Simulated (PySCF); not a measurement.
Ionisation energy of Cs²⁶⁺ by level of theory

Cs²⁶⁺ [Ar] 3d10 4s1 (2S) → Cs²⁷⁺ [Ar] 3d10 (1S), as a difference of total energies. Calculation: PySCF 2.14, in an even-tempered Gaussian basis (18 s from 1.8 bohr⁻², ratio 2.5; 12 p from 2.3 bohr⁻², ratio 2.5; 8 d from 4.1 bohr⁻², ratio 2.5; 5 f from 11 bohr⁻², ratio 2.7; 4 g from 17 bohr⁻², ratio 2.7); no relativity, point nucleus. Correlated levels: outer shells: [Ne] frozen; virtual orbitals above 40 to 60 times the deepest correlated orbital energy dropped. The calculations carry no spin-orbit coupling.

```json
{"method": "UHF", "ionisation energy (eV)": "884.18"}
{"method": "LDA", "ionisation energy (eV)": "888.83"}
{"method": "PBE", "ionisation energy (eV)": "889.22"}
{"method": "PBE0", "ionisation energy (eV)": "888.10"}
{"method": "r2SCAN", "ionisation energy (eV)": "885.77"}
{"method": "B3LYP", "ionisation energy (eV)": "888.94"}
{"method": "M06-2X", "ionisation energy (eV)": "886.54"}
{"method": "MP2 (outer shells)", "ionisation energy (eV)": "885.42"}
{"method": "SCS-MP2 (outer shells)", "ionisation energy (eV)": "885.17"}
```

Task: How much does correlation contribute at MP2 (outer shells)?

Result: 885.42 − (884.18) = 1.24 eV, measured against UHF.

The gap to the reference is mostly relativistic.

For comparison: 916.1 ± 0.5 eV (semi-empirical (NIST evaluation); NIST Atomic Spectra Database, ionization energies).
